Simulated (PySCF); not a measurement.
Neon: a sound run and one with changed settings

Sound run: Ne⁺ [He] 2s2 2p5, Ne²⁺ [He] 2s2 2p4. All numbers are calculated (PySCF 2.14, scalar relativity by spin-free X2C-1e, in aug-cc-pVDZ-DK (4s3p2d, 23 functions)). In the sound run the correlated levels freeze 1s2. The sound run starts from symmetry-adapted Hartree-Fock orbitals and uses a fine grid where one is needed.

A second run was set up differently.

```tsv
species	method	sound run (hartree)	changed run (hartree)	converged
Ne⁺	MP2	-128.04633	-128.04837	yes
Ne⁺	CCSD(T)	-128.05938	-128.06127	yes
Ne²⁺	MP2	-126.55750	-126.55940	yes
Ne²⁺	CCSD(T)	-126.57176	-126.57354	yes
```

Ionisation energy of Ne⁺:

```csv
method,sound run (eV),changed run (eV)
UHF,39.300,39.300
MP2,40.513,40.517
SCS-MP2,40.461,40.462
CCSD,40.459,40.462
CCSD(T),40.480,40.483
```

(1) What was changed?
A. basis contracted for another Hamiltonian
B. all electrons correlated in a valence basis
C. minimal basis
D. a valence shell is frozen

Answers

(1) B. A valence basis has no tight correlating functions, so it recovers only part of the core correlation, and not evenly between atom and ion.
